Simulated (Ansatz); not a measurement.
Ansatz (a quantum-chemistry and plane-wave program) input (PBE/6-31G* with LANL2DZ past Ar): The .json file joins the Basis Set Exchange's 6-31G* for atoms up to Ar and LANL2DZ past it.

Ansatz 0.2 input:
```yaml
crystal:
  periodic: [false, false, false]
  atoms:
    - {symbol: Sb, position_ang: [0.00108767, 0.04563180, 0.00046138]}
    - {symbol: H, position_ang: [-1.24162337, -1.13465111, -0.01431337]}
    - {symbol: H, position_ang: [1.18615228, -1.19257051, -0.00921681]}
basis:
  gaussian:
    orbitals: 6-31Gs+LANL2DZ.json
hamiltonian:
  xc: {name: PBE}
total_charge: 1
output: {forces: true}
```

Output:

```
WARN ansatz: RAYON_NUM_THREADS=1 ignored (pool sized by the plan → 1); use --threads N
Functional definition: PBE
integrals: 0.00 GiB planned
189 factors; integrals over basis functions are off by at most 2.4e-4 eV
mean field: 0.04 GiB planned
mean field evaluation 1: about -169.1046 eV, gradient 9.9e0 eV
mean field evaluation 2: about -169.1247 eV, gradient 8.7e0 eV
mean field evaluation 4: about -169.5492 eV, gradient 1.1e-2 eV
mean field evaluation 8: about -169.5195 eV, gradient 4.3e-3 eV
mean field -169.51954541 eV, -6.2297283892 hartree, gradient 5.1e-5 eV, S^2 0.000000; 0 other end points of the search recorded, 0 dependent functions left out
the calculation of the forces begins
reference -169.51957050 eV, -6.2297293113 hartree; 3, 3 occupied and 9, 9 virtual orbitals, 189 factors
Total energy: -169.51957050 eV, -6.2297293113 hartree
Atom 0 at     0.001088     0.045632     0.000461 Å, force     0.013231     0.555078     0.005612 eV/Å
Atom 1 at    -1.241623    -1.134651    -0.014313 Å, force    -0.222910    -0.272379    -0.003260 eV/Å
Atom 2 at     1.186152    -1.192571    -0.009217 Å, force     0.209679    -0.282699    -0.002352 eV/Å
Dipole moment:    -0.003157    -0.132461    -0.001339 e Å
```

The dipole moment of an ion depends on the origin.
